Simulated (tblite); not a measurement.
Species: H₆N₃Si₂ (doublet state).
Cartesian coordinates in Å at the GFN2-xTB level; atoms count from 1:
```xyz
11
H6N3Si2 angstrom
N      2.1153    0.1748    0.1235
Si     0.4952    0.2905    0.6752
N     -0.4824   -1.1258    0.7095
Si    -1.7889   -0.5830   -0.2620
N     -0.6411    0.7275   -0.6281
H      2.3553   -0.5737   -0.5063
H      2.8536    0.3177    0.7898
H      0.4181    1.3213    1.6917
H     -2.0994   -1.4184   -1.4139
H     -2.9391    0.0556    0.3588
H     -0.2812    0.8162   -1.5644
```

Level: GFN2-xTB in tblite, geometry and Hessian alike; calculated harmonic values, unscaled, isolated species. Against measured fundamentals such values can be off by several per cent, at times by over 20. Modes of hydrogen on silicon can be 10 to 20 % off. One conformer, not necessarily the lowest. Open shells enter through the occupations alone, without spin polarisation, and single modes of such species can be off by tens of per cent.

Harmonic wavenumbers (cm⁻¹): 126.7, 142.7, 216.6, 262.0, 394.9, 427.1, 490.7, 513.2, 546.0, 580.3, 600.1, 678.4, 707.7, 744.1, 791.4, 812.3, 851.2, 922.3, 969.8, 1038.6, 1515.3, 2288.7, 2321.9, 2360.0, 3468.6, 3481.2, 3533.4.

A = 8542, B = 2240, C = 2047 MHz; mass 104.010 u (most abundant isotopes); point group C1, symmetry number 1; spin multiplicity 2.

Question: Zero-point energy?

Answer: Half the sum of the wavenumbers: 15393 cm⁻¹ = 184.14 kJ/mol.

Question: Give the ideal-gas entropy at 298.15 K and 1 bar in the rigid-rotor, harmonic-oscillator model (classical rotation).

Answer: Translation 166.78, rotation 110.91, vibration 66.26, spin (R ln 2) 5.76: S = 349.7 J/(mol K).

Question: And Cp and H(298.15 K) − H(0)?

Answer: Cp = 123.76 J/(mol K), of which vibrations give 90.51 (their classical limit is 27 R = 224.5); H(298.15 K) − H(0) = 21.96 kJ/mol without the zero-point energy, 12.05 from vibrations.

Question: What must be added to the electronic energy to get the Gibbs energy at 298.15 K and 1 bar?

Answer: ZPE + [H(298.15 K) − H(0)] − T·S = 184.14 + 21.96 − 104.27 = 101.83 kJ/mol.

Question: Which modes carry the vibrational entropy at 298.15 K?

Answer: 126.7 cm⁻¹: 12.53; 142.7 cm⁻¹: 11.58; 216.6 cm⁻¹: 8.31; 262.0 cm⁻¹: 6.90; 394.9 cm⁻¹: 4.11; 427.1 cm⁻¹: 3.63 J/(mol K); the other 21 give 19.20 together.

Question: Blend soft modes into free rotors: weight 1/[1 + (100 cm⁻¹/ν̃)⁴] for the oscillator and the rest for a rotor with moment μB/(μ + B), μ = h/(8π²ν), B = 10⁻⁴⁴ kg m². What vibrational entropy results?

Answer: 65.68 J/(mol K) in place of 66.26, which changes −T·S at 298.15 K by +0.17 kJ/mol.

Question: How do the functions run with temperature in this model?

Answer: 
| T (K) | S (J/(mol K)) | Cp (J/(mol K)) | H − H(0) (kJ/mol) | G − H(0) (kJ/mol) | ln q(vib) |
| --- | --- | --- | --- | --- | --- |
| 150 | 283.7 | 72.3 | 7.28 | -35.27 | 0.94 |
| 250 | 329.3 | 108.7 | 16.36 | -65.96 | 2.34 |
| 400 | 389.8 | 148.4 | 35.90 | -120.00 | 4.81 |
| 600 | 456.1 | 177.9 | 68.81 | -204.83 | 8.17 |
| 900 | 533.4 | 202.8 | 126.25 | -353.78 | 12.77 |

q(vib) and H(0) count from the zero-point level.

Hindered rotation and anharmonicity are outside this model. Other conformers, if any are populated, would add a mixing term that is left out. The structure is chiral; the term R ln 2 for an equal mix with its mirror image is left out.
